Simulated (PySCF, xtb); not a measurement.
B(H)2(NCO) (CH₂BNO), SMILES BN=C=O.

Harmonic wavenumbers (cm⁻¹) from GFN2-xTB in xtb 6.7.1 at its own minimum, in rising order: 54, 144, 451, 526, 832, 894, 923, 1186, 1611, 2526, 2622, 2659.

### Question
What does PySCF with B3LYP-D3(BJ)/def2-SVP give at its own minimum? (An estimate is asked for; the answer gives what the named calculation found.)

### Answer
87, 165, 558, 637, 890, 942, 1024, 1244, 1623, 2468, 2568, 2661. Paired by order, the mean absolute difference is 55 cm⁻¹ and the zero-point energies are 20.6 and 21.3 kcal/mol.
